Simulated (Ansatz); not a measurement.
Computed with PBE-D3(BJ)/def2-SVP run with Ansatz (an electronic-structure program). No frequencies were computed at this level.

Ansatz 0.2 input:
```yaml
crystal:
  periodic: [false, false, false]
  atoms:
    - { symbol: F, position_ang: [3.997909, -0.832765, 0.612848] }
    - { symbol: C, position_ang: [2.679176, -0.858419, 0.421166] }
    - { symbol: C, position_ang: [1.878084, 0.213634, 0.266812] }
    - { symbol: C, position_ang: [0.515204, -0.169453, 0.081142] }
    - { symbol: C, position_ang: [-0.600791, 0.657896, -0.11067] }
    - { symbol: Si, position_ang: [-0.425943, 2.537362, -0.150649] }
    - { symbol: C, position_ang: [-1.830747, 0.04014, -0.268746] }
    - { symbol: C, position_ang: [-1.977674, -1.343598, -0.241966] }
    - { symbol: C, position_ang: [-0.884116, -2.164875, -0.053644] }
    - { symbol: C, position_ang: [0.355545, -1.568023, 0.106578] }
    - { symbol: S, position_ang: [1.871759, -2.399725, 0.356984] }
    - { symbol: H, position_ang: [2.226792, 1.229147, 0.282338] }
    - { symbol: H, position_ang: [0.125572, 2.997483, 1.126599] }
    - { symbol: H, position_ang: [-1.753449, 3.112657, -0.364649] }
    - { symbol: H, position_ang: [0.472098, 2.914796, -1.245322] }
    - { symbol: H, position_ang: [-2.708326, 0.652311, -0.418241] }
    - { symbol: H, position_ang: [-2.957046, -1.779914, -0.369774] }
    - { symbol: H, position_ang: [-0.984046, -3.238653, -0.030806] }
basis:
  gaussian: { orbitals: def2-svp }
hamiltonian:
  xc: pbe
  dispersion: d3bj
relax:
  max_steps: 150
```

Output:

```
Functional definition: PBE
2219 factors; their error is unknown
mean field evaluation 1: about -29783.1726 eV, gradient 8.4e1 eV
mean field evaluation 2: about -29650.1566 eV, gradient 2.2e2 eV
mean field evaluation 4: about -29800.4824 eV, gradient 3.4e1 eV
mean field evaluation 8: about -29803.5903 eV, gradient 5.8e-1 eV
mean field evaluation 16: about -29803.4284 eV, gradient 9.7e-3 eV
mean field -29803.42842341 eV, -1095.2557930710 hartree, gradient 4.5e-5 eV, S^2 0.000000; 0 other end points of the search recorded, 0 dependent functions left out
reference -29803.42846169 eV, -1095.2557944779 hartree; 47, 47 occupied and 150, 150 virtual orbitals, 2219 factors
relax step   1: F+E_penalty+E_count = -29804.08533837 eV  Δ(F+E_penalty+E_count) = +0.000e0 eV  max|allowed force component| = 1.048e0 eV/Å  Δτ_max = 0.0000 Å  (34 SCF iters, accepted)
these checks for a lower state are left out or cut short: starts, cluster_reference, orbital_swaps, neighbouring_geometries, increment
2219 factors; their error is unknown
mean field -29803.59298351 eV, -1095.2618405433 hartree, gradient 1.2e-5 eV, S^2 0.000000; 0 other end points of the search recorded, 0 dependent functions left out
reference -29803.59302238 eV, -1095.2618419716 hartree; 47, 47 occupied and 150, 150 virtual orbitals, 2219 factors
relax step   2: F+E_penalty+E_count = -29804.24597310 eV  Δ(F+E_penalty+E_count) = -1.606e-1 eV  max|allowed force component| = 4.179e-1 eV/Å  Δτ_max = 0.0556 Å  (33 SCF iters, accepted)
these checks for a lower state are left out or cut short: starts, cluster_reference, orbital_swaps, neighbouring_geometries, increment
2219 factors; their error is unknown
mean field evaluation 32: about -29803.7738 eV, gradient 4.4e-3 eV
mean field -29803.60915113 eV, -1095.2624346923 hartree, gradient 1.2e-5 eV, S^2 0.000000; 0 other end points of the search recorded, 0 dependent functions left out
reference -29803.60919025 eV, -1095.2624361297 hartree; 47, 47 occupied and 150, 150 virtual orbitals, 2219 factors
relax step   3: F+E_penalty+E_count = -29804.26082005 eV  Δ(F+E_penalty+E_count) = -1.485e-2 eV  max|allowed force component| = 1.127e-1 eV/Å  Δτ_max = 0.0241 Å  (34 SCF iters, accepted)
these checks for a lower state are left out or cut short: starts, cluster_reference, orbital_swaps, neighbouring_geometries, increment
2219 factors; their error is unknown
mean field -29803.60958892 eV, -1095.2624507805 hartree, gradient 1.2e-5 eV, S^2 0.000000; 0 other end points of the search recorded, 0 dependent functions left out
reference -29803.60962806 eV, -1095.2624522189 hartree; 47, 47 occupied and 150, 150 virtual orbitals, 2219 factors
relax step   4: F+E_penalty+E_count = -29804.26117220 eV  Δ(F+E_penalty+E_count) = -3.522e-4 eV  max|allowed force component| = 4.778e-2 eV/Å  Δτ_max = 0.0050 Å  (35 SCF iters, accepted)
these checks for a lower state are left out or cut short: starts, cluster_reference, orbital_swaps, neighbouring_geometries, increment
2219 factors; their error is unknown
mean field -29803.60971559 eV, -1095.2624554357 hartree, gradient 1.2e-5 eV, S^2 0.000000; 0 other end points of the search recorded, 0 dependent functions left out
reference -29803.60975475 eV, -1095.2624568746 hartree; 47, 47 occupied and 150, 150 virtual orbitals, 2219 factors
relax step   5: F+E_penalty+E_count = -29804.26128122 eV  Δ(F+E_penalty+E_count) = -1.090e-4 eV  max|allowed force component| = 8.522e-3 eV/Å  Δτ_max = 0.0060 Å  (35 SCF iters, accepted)
2219 factors; their error is unknown
mean field evaluation 64: about -29803.7635 eV, gradient 7.5e-2 eV
mean field -29803.60971559 eV, -1095.2624554357 hartree, gradient 1.7e-5 eV, S^2 0.000000; 1 other end points of the search recorded, 0 dependent functions left out
reference -29803.60975475 eV, -1095.2624568746 hartree; 47, 47 occupied and 150, 150 virtual orbitals, 2219 factors
Total energy: -29804.26132037 eV, -1095.2864014698 hartree
Atom 0 at     4.036363    -0.879916     0.620117 Å, force     0.000865     0.000429     0.000093 eV/Å
Atom 1 at     2.721834    -0.879424     0.428125 Å, force    -0.005918    -0.000916    -0.000769 eV/Å
Atom 2 at     1.915002     0.215057     0.272158 Å, force     0.005641     0.008522     0.000522 eV/Å
Atom 3 at     0.537034    -0.166569     0.084231 Å, force     0.002030     0.002304     0.000175 eV/Å
Atom 4 at    -0.602494     0.665730    -0.111191 Å, force    -0.003598    -0.000529    -0.000422 eV/Å
Atom 5 at    -0.447909     2.544514    -0.154107 Å, force     0.001621    -0.001189     0.000278 eV/Å
Atom 6 at    -1.854391     0.044648    -0.272345 Å, force    -0.002381    -0.000285    -0.000717 eV/Å
Atom 7 at    -2.001124    -1.358813    -0.244878 Å, force     0.001721     0.002989     0.000480 eV/Å
Atom 8 at    -0.890896    -2.188838    -0.053805 Å, force     0.000866    -0.001079     0.000110 eV/Å
Atom 9 at     0.366201    -1.586621     0.108776 Å, force     0.001203    -0.002570     0.000317 eV/Å
Atom 10 at     1.889361    -2.428241     0.360547 Å, force     0.000444    -0.005139     0.000216 eV/Å
Atom 11 at     2.297867     1.243577     0.292232 Å, force    -0.000562    -0.004148     0.000045 eV/Å
Atom 12 at     0.121143     3.072064     1.137365 Å, force    -0.001593     0.000324    -0.000349 eV/Å
Atom 13 at    -1.811962     3.136848    -0.374008 Å, force     0.000563    -0.000425     0.000104 eV/Å
Atom 14 at     0.471625     2.988426    -1.262001 Å, force    -0.001626     0.000311    -0.000138 eV/Å
Atom 15 at    -2.749945     0.667317    -0.424873 Å, force     0.000508     0.000435     0.000186 eV/Å
Atom 16 at    -2.997588    -1.806689    -0.374744 Å, force    -0.000458     0.000890    -0.000202 eV/Å
Atom 17 at    -1.000121    -3.283072    -0.031600 Å, force     0.000675     0.000076     0.000071 eV/Å
Dipole moment:    -0.167783    -0.119376    -0.020337 e Å
```

Cost: very roughly 80 core-seconds.
